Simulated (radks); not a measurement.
Results of a calculation; reference values are marked as such.
Problem. These are the eigenvalues of the occupied orbitals of an atom or ion with whole-number occupations (hartree). Level of theory: non-relativistic Kohn-Sham, PBE, spin-unpolarised, spherical densities, point nucleus (a radial shooting solver on a logarithmic mesh with Libxc functionals).

orbital  eigenvalue
1s        -215.0018
2s        -47.81926

Which element is it, and in what charge state? The configuration may be excited.

Solution. Z = 22, titanium, charge +18: Ti18+ in [He] 2s2. The 1s level, -215 hartree, gives Z - s = 20.7 by -(Z - s)^2/2, which with screening narrows Z to a few neighbours, and the depths must fix Z and the occupations together.
